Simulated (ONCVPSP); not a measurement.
**Transferability test, ONCV potential for potassium (K)**

potassium (K), optimised norm-conserving Vanderbilt (ONCV), made with ONCVPSP 4.0.1 (LDA (Perdew-Wang 92), scalar-relativistic). Core [Ne], reference 3s2 3p6 4s0.75 4p0.25. Waves: 3s+4s: rc 2.10 bohr, ncon 4, nbas 7, qcut 4.7 1/bohr, 2 projectors; 3p+4p: rc 2.80 bohr, ncon 4, nbas 7, qcut 5.8 1/bohr, 3 projectors, debl 2.6 Ha; d scattering state at 0.05 Ha: rc 2.85 bohr, ncon 5, nbas 9, qcut 4 1/bohr, 2 projectors, debl 2.7 Ha. Local part: polynomial inside 1.40 bohr (lpopt 5, dvloc0 0 Ha). Core correction: Teter function, fcfact 5.25, rcfact 1.35.

Energies are relative to the spin-unpolarised reference configuration 3s2 3p6 4s0.75 4p0.25; without spin polarisation the order of configurations can differ from experiment.

```json
{"valence configuration": "3s2 3p6 4s1 4p0", "charge": "0", "ΔE all-electron (eV)": "-0.398", "error AE − PS (meV)": "0.0"}
{"valence configuration": "3s1 3p6 4s1 4p0", "charge": "+1", "ΔE all-electron (eV)": "41.437", "error AE − PS (meV)": "-209"}
```

Problem. What are ΔE and the potential's error for 3s2 3p6 4s0 4p0?

Solution. ΔE = 4.006 eV all-electron; the error (AE − PS) is -0.2 meV.

Problem. What are ΔE and the potential's error for 3s2 3p6 4s0.5 4p0?

Solution. ΔE = 1.310 eV all-electron; the error (AE − PS) is 0.0 meV.

Levels in the configuration 3s1 3p6 4s1 4p0:

```json
{"level": "3s", "all-electron (eV)": "-48.832", "pseudo (eV)": "-49.280"}
{"level": "3p", "all-electron (eV)": "-31.935", "pseudo (eV)": "-31.973"}
{"level": "4s", "all-electron (eV)": "-8.848", "pseudo (eV)": "-8.874"}
```
